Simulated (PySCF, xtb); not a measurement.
Zr(Cl)2(NH2)(Me) (CH₅Cl₂NZr), SMILES [Cl][Zr]([NH2])([Cl])[CH3], multiplicity 1.

GFN2-xTB (xtb 6.7.1) at its own geometry gives an orbital gap of 2.40 eV and a dipole moment of 4.42 D.

The structure is a stationary point at PBE-D3(BJ)/def2-SVP. The multiplicity is an assumed one; no other spin state was optimised. The structure was generated by enumeration; whether it is a known compound was not checked. The def2 effective core potentials stand for the cores of Zr; spin–orbit coupling is left out. The values are those of a single conformer.

Problem. What does PBE/def2-TZVP in PySCF give? (The exact figures need the calculation; the answer reports its results.)

Solution. gap 3.90 eV (levels -6.56 and -2.66 eV), dipole 2.63 D.
